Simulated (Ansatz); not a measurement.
`[OH][SbH][NH][SiH3]` + CH₄ → `[CH3][SbH][OH]` + `N[SiH3]`  (formal exchange of groups at the Sb–N bond)

Isolated molecules relaxed with PBE0-D4/def2-TZVP in Ansatz; ΔE leaves out vibrations. CCSD(T)/CBS is the MP2 limit (def2-TZVPP, def2-QZVPP) plus CCSD(T) − MP2 in def2-TZVPP, frozen cores. This one scheme is used for every species. DFT in def2-TZVPP. B3LYP here is the variant with VWN-RPA as its local correlation; programs differ in this. Elements past krypton have def2 core potentials. For Sb outer-core shells are correlated without core-valence functions, which leaves a few kJ/mol of doubt a bond. Each species was taken in one conformer, which may not be the lowest.

`[OH][SbH][NH][SiH3]`:

Cartesian coordinates in Å:
```
O -1.797 -0.899 1.223
Sb -0.071 -1.753 0.792
N 0.554 -0.532 -0.683
Si 0.627 1.194 -0.652
H -2.531 -1.360 0.808
H 0.674 -0.804 2.004
H 0.542 -0.973 -1.591
H 0.927 1.598 0.744
H 1.708 1.665 -1.563
H -0.632 1.865 -1.081
```

CH₄:

Cartesian coordinates in Å:
```
C 0.000 0.000 0.000
H -0.564 0.926 -0.111
H 0.913 0.196 0.561
H 0.256 -0.390 -0.985
H -0.605 -0.732 0.534
```

`[CH3][SbH][OH]`:

Z-matrix (Å, degrees):
```
C
Sb 1 2.142
H 1 1.090 2 109.7
H 1 1.091 2 110.0 3 120.4
H 1 1.090 2 108.1 3 -119.7
O 2 1.977 1 93.0 3 83.6
H 2 1.720 1 92.6 3 178.5
H 6 0.960 2 110.4 1 -143.6
```

`N[SiH3]`:

```xyz
7

N     0.479    0.913   -0.274
Si   -0.323   -0.511    0.264
H     0.078    1.459   -1.019
H     1.485    0.929   -0.323
H    -1.749   -0.169    0.501
H    -0.295   -1.672   -0.676
H     0.324   -0.949    1.527
```

```json
{"level": "PBE0-D4", "ΔE (kJ/mol)": "38.8", "difference from CCSD(T)/CBS": "-2.7"}
{"level": "B3LYP-D4", "ΔE (kJ/mol)": "45.4", "difference from CCSD(T)/CBS": "3.9"}
{"level": "PBE0", "ΔE (kJ/mol)": "34.7", "difference from CCSD(T)/CBS": "-6.8"}
{"level": "B3LYP", "ΔE (kJ/mol)": "38.3", "difference from CCSD(T)/CBS": "-3.2"}
{"level": "HF/def2-TZVPP", "ΔE (kJ/mol)": "37.1", "difference from CCSD(T)/CBS": "-4.4"}
{"level": "SCS-MP2/def2-TZVPP", "ΔE (kJ/mol)": "43.9", "difference from CCSD(T)/CBS": "2.4"}
{"level": "CCSD/def2-TZVPP", "ΔE (kJ/mol)": "39.4", "difference from CCSD(T)/CBS": "-2.1"}
{"level": "HF/CBS(def2)", "ΔE (kJ/mol)": "38.3", "difference from CCSD(T)/CBS": "-3.2"}
{"level": "MP2/CBS(def2)", "ΔE (kJ/mol)": "44.0", "difference from CCSD(T)/CBS": "2.5"}
{"level": "CCSD/CBS(def2)", "ΔE (kJ/mol)": "39.4", "difference from CCSD(T)/CBS": "-2.1"}
{"level": "CCSD(T)/CBS", "ΔE (kJ/mol)": "41.5", "difference from CCSD(T)/CBS": "0"}
```

Largest T1 diagnostic among the species: 0.014.

In def2-TZVPP, CCSD(T) changes the Hartree–Fock value by +4.6 kJ/mol (the triples alone add +2.2 kJ/mol) and MP2 by +7.0 kJ/mol. The D4 term adds +7.1 kJ/mol with B3LYP and +4.1 kJ/mol with PBE0; it sums over pairs of atoms, weighted by their polarisabilities, and B3LYP, whose exchange is more repulsive, gets the larger term.
